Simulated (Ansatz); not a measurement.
Molecule: BeCl, net charge 0, doublet state. SMILES: [Cl][Be]
Structure (B3LYP-D3(BJ)/def2-TZVP (Ansatz, a quantum-chemistry and plane-wave program) minimum search):
```xyz
2

Be     0.0000     0.0000    -1.4703
Cl     0.0000     0.0000     0.3460
```
Charge 0, spin multiplicity 2.

Property: vertical ionisation energy (to the singlet state of charge +1; each state is the SCF solution reached for its spin), in eV. Correlated levels leave the core frozen unless marked. UHF or UKS for open shells. No spin-orbit coupling. No relativistic terms. CBS marks a two-point X^-3 extrapolation of the correlation energy; Hartree-Fock from the larger set.

| level | program | vertical ionisation energy (eV) |
|---|---|---|
| PBE/def2-TZVPD | Ansatz | ? |
| B3LYP/def2-TZVPD | Ansatz | 8.90 |
| BHLYP/def2-TZVPD | Ansatz | ? |
| wB97X-V/def2-TZVPD | Ansatz | ? |
| CCSD/def2-QZVPPD | Ansatz | 8.77 |
| CCSD(T)/CBS(def2-TZVPPD,def2-QZVPPD) | Ansatz | 8.77 |

Question: Fill in the missing entries.

Answer: 
- PBE/def2-TZVPD, vertical ionisation energy (eV): 8.81
- BHLYP/def2-TZVPD, vertical ionisation energy (eV): 8.86
- wB97X-V/def2-TZVPD, vertical ionisation energy (eV): 8.79
